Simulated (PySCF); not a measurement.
## Does the structure fit the spectrum?

A compound C$_{8}$H$_{12}$N$_{2}$ gives the data below (simulated from a calculation) and was assigned the structure `Cc1ccn(C2CCC2)n1`.

13C{1H} NMR (computed): δ 182.5 (C), 123.9 (C), 43.8 (CH2), 41.7 (CH2), 40.4 (CH), 38.4 (CH2), 36.8 (CH2), 24.9 (CH2).

1H NMR (600 MHz, computed): δ 10.28 (br s, 1H), 2.58 (m, 1H), 2.51 (m, 1H), 2.38 (m, 1H), 2.28 (m, 1H), 2.07 (d, 2H), 2.05 (m, 1H), 1.86 (m, 1H), 1.67 (m, 1H), 1.22 (m, 1H), 1.04 (m, 1H).

PySCF calculation with geometry from GFN2-xTB and PBE0/pcSseg-1 with gauge-including orbitals; non-relativistic Hamiltonian, one computed conformer, rapidly exchanging positions averaged, isolated molecule.

δ = σ(ref) − σ, references computed at the same level: 1H (31.72 ppm), 13C (186.93 ppm) against TMS.

Question: Compare with the shifts computed for the proposed structure, pairing carbons in order of shift.

Answer: Mapped SMILES: `[CH3:1][c:2]1[cH:3][cH:4][n:5]([CH:6]2[CH2:7][CH2:8][CH2:9]2)[n:10]1`. Each H is labelled by its parent atom.

| atom | computed for proposal | given list | difference |
| --- | --- | --- | --- |
| C2 | 153.3 | 182.5 | -29.2 |
| C4 | 133.9 | 123.9 | +10.0 |
| C3 | 109.3 | 43.8 | +65.5 |
| C6 | 56.2 | 41.7 | +14.5 |
| C7 | 32.0 | 40.4 | -8.4 |
| C9 | 32.0 | 38.4 | -6.4 |
| C1 | 16.5 | 36.8 | -20.3 |
| C8 | 14.4 | 24.9 | -10.5 |

The rms difference is 27.6 ppm and the largest +65.5 ppm at C3 (aromatic CH). The proposal also would give 7 carbon signals, not 8. The carbon types in order of shift don't match either: C, CH, CH, CH, CH2, CH2, CH3, CH2 for the proposal against C, C, CH2, CH2, CH, CH2, CH2, CH2 in the data. The proposal doesn't fit.

Question: Which isomer fits?

Answer: `N#CCC1CCC(=N)CC1`.

1. Carbon types of the structure: 2 × C, 1 × CH, 5 × CH2, leaving 1 H on heteroatoms.
2. δC 182.5: C=N carbon.
3. δC 123.9: nitrile carbon; this is the usual window of a C≡N carbon, which has no attached hydrogen.
4. δC 40.4: sp3 CH in a ring; a saturated carbon with 3 carbon neighbours and no heteroatom attached.
5. δH 10.28: hydrogen on an imine nitrogen; labile proton, position sensitive to the medium.

Other isomers checked: Cc1ccnnc1C(C)C (rms 47.8 ppm).

The data come from this structure; uniqueness wasn't tested.

OH and NH positions are those of a molecule without intermolecular hydrogen bonds; in solution they move with solvent, concentration and temperature, and exchange usually removes their couplings. Shifts are as computed. Against solution values, carbons near 30 ppm lie about +3 ppm off and those near 130 ppm about +5 ppm. Of 1211 compounds with measured shifts, 218 miss one by over three times the rms of a fit or turn the order of signals round; such compounds aren't used in these exercises. Multiplicities follow the n + 1 count of equivalent neighbours, as no J values were calculated; m marks all less simple cases, F and P coupling included.
